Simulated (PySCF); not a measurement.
Al(I)2(OH) (AlHI₂O), SMILES [OH][Al]([I])[I]. Atoms are numbered in the order given.

```xyz
5

Al     0.0000     0.0000     0.9086
I      0.0000    -2.1316    -0.3380
I      0.0000     2.1316    -0.3380
O      0.0000     0.0000     2.5626
H      0.0000     0.0000     3.5131
```
Charge 0, spin multiplicity 1.

Geometry optimised at B3LYP-D3(BJ)/def2-SVP. A frequency run showed that this geometry is not a minimum. The def2 effective core potentials stand for the cores of I; spin–orbit coupling is left out. The values are those of a single conformer.

All values below come from PySCF with B3LYP-D3(BJ)/def2-SVP.

Frequencies are harmonic and unscaled.

### Question
Estimate the vibrational spectrum. (The exact figures need the calculation; the answer reports its results.)

### Answer

| mode | ν (cm⁻¹) | IR (km/mol) | Raman (Å⁴/amu) | depolarisation | moving atoms (share of kinetic energy) |
|---|---|---|---|---|---|
| 1 | 347i | 113.3 | 0.4 | 0.75 | H 81 %, O 18 % |
| 2 | 77 | 0.8 | 3.8 | 0.60 | I 80 %, Al 12 % |
| 3 | 135 | 163.0 | 1.5 | 0.75 | H 65 %, O 22 %, Al 13 % |
| 4 | 173 | 0.5 | 2.7 | 0.75 | O 68 %, H 17 %, I 15 % |
| 5 | 196 | 1.4 | 0.1 | 0.75 | Al 63 %, H 27 % |
| 6 | 253 | 7.0 | 11.7 | 0.09 | Al 38 %, I 34 %, O 26 % |
| 7 | 434 | 178.3 | 1.1 | 0.75 | Al 89 %, I 10 % |
| 8 | 957 | 161.5 | 5.6 | 0.17 | O 55 %, Al 41 % |
| 9 | 4085 | 318.6 | 173.5 | 0.29 | H 94 % |
